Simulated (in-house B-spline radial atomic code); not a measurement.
Configurations of Cl⁺, with energies counted from [Ne] 3s2 3p4. All numbers are computed (scalar-relativistic (X2C) AM05, spin-polarised, spherical fractional occupations; Fermi nucleus of rms radius 3.3654 fm) with a radial B-spline atomic code at the basis-set limit, not measured. Shells without spins written out take the highest spin.

Occupations are held fixed; configurations that lie above the ionisation limit could autoionise.

| configuration | E - E(ref) (eV) | highest orbital | its <r> (bohr) |
| --- | --- | --- | --- |
| [Ne] 3s2 3p(2 up, 2 down) | 1.0082 | 3p up | 1.705 |
| [Ne] 3s(1 up, 0 down) 3p(3 up, 2 down) | 12.479 | 3p down | 1.725 |
| [Ne] 3s2 3p(2 up, 1 down) 4p(0 up, 1 down) | 18.212 | 4p down | 4.946 |
| [Ne] 3s1 3p4 3d1 | 25.908 | 3d up | 2.508 |
| [Ne] 3s1 3p4 4s1 | 26.017 | 4s up | 4.026 |
| [Ne] 3s1 3p4 4d1 | 31.498 | 4d up | 6.88 |
| [He] 2s2 2p5 3s2 3p4 4d1 | 217.36 | 4d up | 6.65 |

Order these further configurations by energy, lowest first.
A. [Ne] 3s2 3p3 4d1
B. [Ne] 3s1 3p4 4f1
C. [Ne] 3s2 3p3 4p1
D. [Ne] 3s2 3p(2 up, 1 down) 3d(0 up, 1 down)
E. [Ne] 3s1 3p4 4p1

C (15.628 eV), D (16.793 eV), A (18.579 eV), E (28.527 eV), B (33.019 eV).

How far above the reference does [He] 2s2 2p5 3s2 3p4 4p1 lie?

214.31 eV; its least bound orbital is 4p up with <r> = 4.684 bohr.

How far above the reference does [He] 2s2 2p5 3s2 3p4 4s1 lie?

211.78 eV; its least bound orbital is 4s up with <r> = 3.941 bohr.

How far above the reference does [He] 2s2 2p(3 up, 2 down) 3s2 3p(3 up, 1 down) 4f(0 up, 1 down) lie?

219.02 eV; its least bound orbital is 4f down with <r> = 8.663 bohr.
